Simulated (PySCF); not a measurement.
Compound: NbSe(NH2)3 (singlet state).
Cartesian coordinates in Å at the PBE0-D3(BJ)/def2-SVP level; atoms count from 1:
```
atom  x, y, z in Å
Nb1    0.0622    0.0434    0.4338
Se2    0.3464    0.3027    2.6976
N3     1.8000   -0.0615   -0.4742
H4     1.9929    0.3453   -1.3867
H5     2.6720   -0.3313   -0.0247
N6    -0.9349    1.5589   -0.3172
H7    -0.9943    2.4773    0.1173
H8    -1.6335    1.4822   -1.0530
N9    -0.9367   -1.6025    0.0506
H10   -0.7420   -2.2200   -0.7345
H11   -1.5340   -2.0801    0.7220
```

Level of theory: PySCF 2.14.0, density-fitted response routines, TDDFT PBE0/def2-SVPD, vertical, gas phase, core orbitals frozen in the response, def2 core potentials past Kr. Spin–orbit coupling is left out.

Transition dipole moments from the ground state, in atomic units and in the frame of the coordinates above (overall signs are arbitrary), for the states with f of 0.002 or more among the lowest 10:

```
state  E (eV)      μx      μy      μz
   S4   4.387  -0.122  -0.069  -0.704
   S5   4.414  -0.080   0.264   0.042
   S6   4.424  -0.247  -0.078   0.108
   S7   4.561  -0.188   0.203   0.001
   S8   4.563  -0.199  -0.183   0.058
   S9   4.966  -0.008  -0.312   0.039
  S10   4.975  -0.315   0.015   0.038
```

Question: Work out the oscillator strengths.

Answer: f = (2/3) ΔE |μ|² with ΔE in hartree (27.2114 eV).

| state | \|μ\|² (au) | \|μ\| (D) | f |
| --- | --- | --- | --- |
| S4 | 0.516 | 1.83 | 0.055 |
| S5 | 0.078 | 0.71 | 0.008 |
| S6 | 0.079 | 0.71 | 0.009 |
| S7 | 0.077 | 0.70 | 0.009 |
| S8 | 0.076 | 0.70 | 0.009 |
| S9 | 0.099 | 0.80 | 0.012 |
| S10 | 0.101 | 0.81 | 0.012 |

Question: Which bond between heavy atoms lies closest to the direction of the S4 transition dipole?

Answer: Nb1–Se2, at 3° from it; next Nb1–N6 at 67°.

Question: How is the summed strength of these states shared among x, y and z?

Answer: (2/3) Σ ΔE μα² gives 0.029 for x, 0.029 for y and 0.055 for z, 0.114 in all.

Question: What peak molar absorption coefficient would the strongest computed level give as a lone Gaussian band 0.3 eV wide at half height?

Answer: ε(max) = 2.175×10⁸ f / FWHM, with the width in cm⁻¹. S4: 2.175×10⁸ × 0.0554 / 2420 ≈ 5000 L mol⁻¹ cm⁻¹.

S5/S6, S7/S8 and S9/S10 coincide within about 0.01 eV; within a degenerate level the directions of the single components are arbitrary.

All these states lie below the vertical ionisation energy of 8.45 eV (ΔSCF).
